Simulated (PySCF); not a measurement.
**H₂OsO: one-bond stretch**

These are results of UPBE0/[Os def2-TZVP with ECP60, O def2-TZVP, H def2-TZVP], scalar-relativistic core potentials, density fitting, no spin–orbit coupling, PySCF, not measurements.

Rigid scan from the triplet minimum (Os–H 1.597 Å (×2), Os–O 1.680 Å; H–Os–H 89.2°, H–Os–O 108.1° (×2)). Coordinate: the bond from Os to the last atom (H) scaled, the rest fixed. Energies in kJ/mol from the minimum.

**Question.** Predict the curve at 0.92, 0.96, 1.00, 1.05, 1.12, 1.20, 1.35, 1.55, 1.80, 2.20.

**Answer.** 
| scale of one bond | E (kJ/mol) | dipole size (D) | ⟨S²⟩ |
| --- | --- | --- | --- |
| 0.92 | 18.0 | 2.72 | 2.01 |
| 0.96 | 4.1 | 2.70 | 2.01 |
| 1.00 | 0.0 | 2.68 | 2.01 |
| 1.05 | 5.1 | 2.66 | 2.01 |
| 1.12 | 25.3 | 2.62 | 2.01 |
| 1.20 | 59.3 | 2.59 | 2.02 |
| 1.35 | 134.7 | 2.57 | 2.03 |
| 1.55 | 227.4 | – | 2.28 |
| 1.80 | 287.9 | – | 2.76 |
| 2.20 | 314.5 | – | 2.97 |

Spin contamination is strong at 1.55, 1.80, 2.20, so these points are less reliable.

With open d or f shells other occupations or spin states may lie lower. With an element this heavy the missing spin–orbit coupling can shift these numbers.

The scan took 18 s on 2 threads of a shared Arm Neoverse V2 host; the process peaked at 0.97 GiB. Launch command: `OMP_NUM_THREADS=2 python axn.py task.json out`.
